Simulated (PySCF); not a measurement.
A structure optimised at PBE-D3(BJ)/def2-SVP, used in a PySCF frequency run:

```
N
B 1 1.4287
F 2 1.3637 1 117.96
N 2 1.4218 3 117.16 1 -179.47
H 4 1.0161 2 125.05 3 -171.88
H 4 1.0177 5 114.16 2 -173.46
C 1 1.4438 2 123.36 3 -176.76
H 7 1.1072 1 111.10 2 13.73
H 7 1.1150 8 106.80 1 -121.29
H 7 1.1173 8 107.96 9 -114.54
C 1 1.4480 2 121.83 3 7.27
H 11 1.1051 1 109.90 2 -4.19
H 11 1.1156 12 108.21 1 122.03
H 11 1.1164 12 108.13 13 115.55
```
Charge 0, spin multiplicity 1.

Problem. Write its SMILES and formula.

Solution. CN(C)B(N)F, C2H8BFN2

Problem. What are its rotational constants (standard atomic weights)?

Solution. 4.7397, 3.0586, 1.9079 GHz
